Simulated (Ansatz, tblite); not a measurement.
Cost and result up the ladder for Si₈O₂₆H₂₀ (54 atoms). Total charge 0; singlet. Geometry: PBE-D4/def2-SVP.

Cartesian coordinates in Å:
```
Si -0.521 0.459 1.047
Si -3.052 -1.256 0.185
Si 0.309 3.013 2.323
Si 0.491 -2.761 -2.229
Si -0.873 1.754 -2.826
Si 2.421 -0.752 1.298
Si 1.299 2.423 -0.631
Si -1.317 -2.221 2.402
O -0.824 2.018 -4.458
O -1.253 0.171 -2.518
O -3.130 -2.076 -1.238
O -1.826 2.861 -2.059
O 0.813 2.028 -2.476
O 2.815 1.817 -0.833
O -0.151 1.691 -0.237
O 1.209 4.050 -0.919
O 1.687 2.722 1.353
O -0.370 -2.199 -3.516
O 1.368 -4.086 -2.704
O -0.630 -3.133 -1.027
O -1.849 -0.078 0.109
O 1.601 -1.683 -1.583
O 3.528 -0.743 0.041
O 2.373 -2.159 2.135
O 0.989 -0.274 0.624
O 2.878 0.554 2.283
O 0.721 3.285 3.902
O -4.480 -0.468 0.468
O -0.686 1.712 2.217
O -0.188 4.432 1.606
O -2.674 -2.305 1.443
O -0.116 -3.277 1.767
O -0.732 -0.712 2.354
O -1.600 -2.868 3.899
H -1.633 1.813 -4.956
H -1.551 0.032 -1.571
H -2.314 -2.637 -1.340
H -1.645 2.785 -1.095
H 1.338 2.439 -3.191
H 3.078 0.883 -0.638
H 0.902 4.547 -0.133
H 2.310 2.011 1.713
H -0.804 -1.327 -3.324
H 1.150 -4.369 -3.609
H -0.321 -3.288 -0.102
H 1.175 -1.014 -0.989
H 3.196 -1.326 -0.693
H 1.501 -2.631 2.070
H 3.735 0.472 2.738
H 0.549 2.515 4.474
H -5.253 -0.916 0.083
H -1.023 4.817 1.921
H -0.207 -4.190 2.102
H -2.410 -2.554 4.336
```

Ansatz on 2 threads of AMD EPYC 7R13 on a shared host and a share (18 GiB) of an NVIDIA H100 80GB HBM3; xTB runs through tblite on one thread. Times are rough, summed over both states, and most runs start from the orbitals of an earlier one. PBE0-D4/def2-SVP serves as the yardstick here, not as an exact answer. The other state is a doublet.

The xTB rows come from tblite. Single mean-field runs in def2-SVP are fitted with def2-universal-jkfit. In the singlet geometry the species has come apart into loosely held pieces. In the doublet geometry the species has come apart into loosely held pieces.

Run but left out: PBE-D4/def2-SVP (charge +1 doublet: an occupied level 0.00 eV above an empty one).

Raw xTB energies of ions are shifted by several eV.

```tsv
level	functions	wall time	vertical IE (eV)	difference from PBE0-D4/def2-SVP (eV)
GFN1-xTB	216	0.79 s	13.17	3.32
GFN2-xTB	196	0.84 s	13.52	3.67
PBE0-D4/def2-SVP (with forces)	608	39 s	9.85	0.00
r2SCANh-D4/def2-SVP	608	39 s	9.48	-0.37
```
